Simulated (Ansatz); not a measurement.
The same path of C2H9NSi2 (14 atoms, charge 0, multiplicity 1) was run twice with different band settings. Lost on the way: Si2–H13, C4–H11. Made: Si2–H11.

The calculation used RKS CAM-B3LYP-D4/6-31G* (Ansatz 0.2.0).

Relaxed end points:

```xyz
14
Properties=species:S:1:pos:R:3
C -1.266 1.242 0.229
Si 0.193 0.088 0.218
N 1.204 0.284 1.587
C 0.010 -1.629 -0.378
Si 0.907 -0.994 -2.017
H -0.951 2.286 0.314
H -1.919 1.015 1.077
H -1.840 1.137 -0.695
H 1.804 -0.475 1.879
H 1.592 1.183 1.839
H -1.017 -1.966 -0.517
H 0.589 -2.382 0.159
H 1.037 0.540 -1.079
H -0.357 -0.358 -2.588
```

```xyz
14
Properties=species:S:1:pos:R:3
C -1.256 1.114 0.227
Si -0.241 -0.375 0.771
N 0.924 -0.060 2.017
C 0.662 -1.104 -0.669
Si 0.630 -0.558 -2.280
H -0.631 1.900 -0.209
H -1.778 1.549 1.086
H -2.016 0.839 -0.513
H 1.749 0.485 1.807
H 0.616 0.096 2.968
H -1.184 -1.358 1.374
H 1.289 -1.969 -0.453
H 1.389 -1.195 -3.378
H -0.165 0.606 -2.721
```

Common settings: movable images 5; climbing image yes; spring 5.0 eV/Å²; optimiser quadratic models (default); start path through a guess of the saddle point; end points relaxed.

| run | force threshold | iteration limit |
| --- | --- | --- |
| 1 | 0.05 eV/Å | 60 |
| 2 | 0.5 eV/Å | 56 |

(1) What does each run give, and how far can it be trusted?

## Answers

(1) Run 1: not converged after 60 iterations, highest image 2.347 eV above the first end. The band didn't meet its force threshold, so its energies are provisional: the largest band force was still 0.20 eV/Å, and over the last iterations the top stayed at 2.35 eV. Neighbouring images lie up to 3.8 Å apart, so the band is torn or far too coarse.
Run 2: converged after 19 iterations, highest image 1.272 eV above the first end. The threshold of 0.5 eV/Å is loose, so the images may lie well off the minimum-energy path. The profile has 2 maxima (images 1, 4) with wells between them (image 3): this band takes more than one step, which may be the mechanism or a detour left from its start path. The order of the stationary point at the top wasn't checked.
The orbitals stay closed-shell, which can raise the energy where a bond breaks towards radicals; this wasn't checked here.
